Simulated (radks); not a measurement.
Removal energies from the cerium ion Ce10+, [Kr] 4d10 5s2, by Delta-SCF beside the eigenvalue of the level emptied. All-electron calculation, scalar-relativistic Kohn-Sham, PBEsol, spin-polarised, spherical densities, finite nucleus; Fermi nuclear charge, rms radius of each element as measured or else 0.836 A^(1/3) + 0.57 fm. Program: a radial shooting solver on a logarithmic mesh with Libxc functionals. Open shells are filled with parallel spins first.

removed from	final configuration	Delta-SCF (eV)	-eigenvalue (eV)
5s	[Kr] 4d10 5s1	175.91	168.20
4d	[Kr] 4d9 5s2	271.55	257.56
4p	[Ar] 3d10 4s2 4p5 4d10 5s2	374.10	359.38
4s	[Ar] 3d10 4s1 4p6 4d10 5s2	445.12	429.82
